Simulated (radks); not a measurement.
All-electron atom: Cs3+ in [Kr] 4d10 5s2 5p4 (the NIST ground configuration).

Calculated with a radial shooting solver on a logarithmic mesh with Libxc functionals: scalar-relativistic Kohn-Sham, BLYP, spin-polarised, spherical densities, finite nucleus; open shells are filled with parallel spins first (spin-orbit coupling, left out, can overturn this in heavy ions); Fermi nuclear charge, rms radius 4.8041 fm.

Energy parts (eV):
total: -211843.69
kinetic: 223196.96
electron-nucleus: -511091.27
Hartree: 81269.99
exchange-correlation: -5219.37

Orbitals (lengths in bohr, moments of r in powers of bohr; <r^-3> diverges for s and p1/2; r(max) is where P^2 peaks; r(90%) holds 90 % of the orbital's charge):
| orbital | occ. | eigenvalue (eV) | <r^-3> | r(90%) | r(max) | <r^4> |
|---|---|---|---|---|---|---|
| 1s up | 1 | -35832.07 | - | 0.0470 | 0.01678 | 2.245e-06 |
| 1s down | 1 | -35831.96 | - | 0.0470 | 0.01678 | 2.245e-06 |
| 2s up | 1 | -5645.993 | - | 0.173 | 0.09488 | 0.0003777 |
| 2s down | 1 | -5645.939 | - | 0.173 | 0.09489 | 0.0003777 |
| 2p up | 3 | -5068.487 | 6589 | 0.160 | 0.07617 | 0.0002742 |
| 2p down | 3 | -5068.396 | 6589 | 0.160 | 0.07617 | 0.0002742 |
| 3s up | 1 | -1197.113 | - | 0.439 | 0.2725 | 0.01585 |
| 3s down | 1 | -1197.020 | - | 0.439 | 0.2725 | 0.01585 |
| 3p up | 3 | -1011.258 | 1284 | 0.445 | 0.2666 | 0.01659 |
| 3p down | 3 | -1011.152 | 1284 | 0.445 | 0.2666 | 0.01659 |
| 3d up | 5 | -738.2588 | 176.7 | 0.429 | 0.2203 | 0.01417 |
| 3d down | 5 | -738.1566 | 176.7 | 0.429 | 0.2203 | 0.01417 |
| 4s up | 1 | -249.7042 | - | 0.999 | 0.6422 | 0.4334 |
| 4s down | 1 | -249.4887 | - | 0.999 | 0.6423 | 0.4327 |
| 4p up | 3 | -190.2345 | 263.4 | 1.08 | 0.6724 | 0.5826 |
| 4p down | 3 | -190.0134 | 263.4 | 1.08 | 0.6726 | 0.5801 |
| 4d up | 5 | -103.6610 | 28.62 | 1.26 | 0.7199 | 1.093 |
| 4d down | 5 | -103.3583 | 28.71 | 1.26 | 0.7199 | 1.074 |
| 4f up | 0 | -18.7425 | 1.938 | 2.79 | 0.9298 | 26.82 |
| 4f down | 0 | -17.7969 | 2.012 | 2.82 | 0.9116 | 28.40 |
| 5s up | 1 | -54.5422 | - | 2.39 | 1.519 | 14.17 |
| 5s down | 1 | -52.9803 | - | 2.40 | 1.510 | 14.27 |
| 5p up | 3 | -40.0724 | 38.13 | 2.76 | 1.713 | 25.06 |
| 5p down | 1 | -38.4799 | 38.03 | 2.79 | 1.709 | 26.14 |
| 5d up | 0 | -21.7503 | 2.833 | 3.84 | 2.265 | 91.51 |
| 5d down | 0 | -20.6100 | 2.572 | 3.98 | 2.319 | 105.2 |
| 6s up | 0 | -19.3330 | - | 5.10 | 3.448 | 297.5 |
| 6s down | 0 | -18.9705 | - | 5.17 | 3.496 | 314.2 |

The highest occupied level is 5p down at -38.480 eV. The electron density at the nucleus is 3.066e+05 e/bohr^3 (large components only). Spin moment in Bohr magnetons: 2. For comparison, the ionisation energy in NIST's Atomic Spectra Database is 43 eV (theoretical). In exact Kohn-Sham theory the highest level is minus the ionisation energy, but local and semilocal functionals leave it too shallow, through self-interaction and a potential that decays too fast; potentials with the right tail come closer.
